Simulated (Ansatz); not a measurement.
Reaction (ligand exchange at the Si–Cl bond): `[OH][GeH2][SiH](O)Cl` + H–F → `[OH][GeH2][SiH](O)F` + HCl

Gas-phase electronic energies from Ansatz, PBE0-D4/def2-TZVP geometries. CBS: MP2 limit from def2 TZ/QZ plus the TZ coupled-cluster correction, frozen cores. This one scheme is used for every species. DFT in def2-TZVPP. HSE06 is defined as in plane-wave codes. For Ge outer-core shells are correlated without core-valence functions, which leaves a few kJ/mol of doubt a bond. Scalar relativity is left out up to krypton. One conformer a species, not always the lowest.

| level | ΔE (kJ/mol) | difference from CCSD(T)/CBS |
| --- | --- | --- |
| LDA (SPW92) | -26.7 | 4.0 |
| B97M-V | -37.8 | -7.1 |
| r2SCAN0-D4 | -31.3 | -0.6 |
| B2PLYP | -38.3 | -7.6 |
| revPBE | -31.1 | -0.4 |
| HSE06 | -28.8 | 1.9 |
| LC-ωPBE | -35.8 | -5.1 |
| CCSD(T)/def2-SVP | -33.7 | -3.0 |
| CCSD/def2-TZVPP | -38.5 | -7.8 |
| SCS-MP2/def2-QZVPP | -34.1 | -3.4 |
| CCSD(T)/CBS | -30.7 | 0 |

Largest T1 diagnostic among the species: 0.012.

The D4 term adds +7.1 kJ/mol with B3LYP and +3.8 kJ/mol with PBE0; it sums over pairs of atoms, weighted by their polarisabilities, and B3LYP, whose exchange is more repulsive, gets the larger term. Leaving LDA and LC-ωPBE aside and taking each functional with its dispersion term where it has one, the values, not all of them listed here, spread over 17.9 kJ/mol, from CAM-B3LYP-D4 to revPBE-D4. In def2-TZVPP, CCSD(T) changes the Hartree–Fock value by +14.6 kJ/mol (the triples alone add +3.2 kJ/mol) and MP2 by +21.2 kJ/mol.

B3LYP here is the variant with VWN-RPA as its local correlation; programs differ in this.
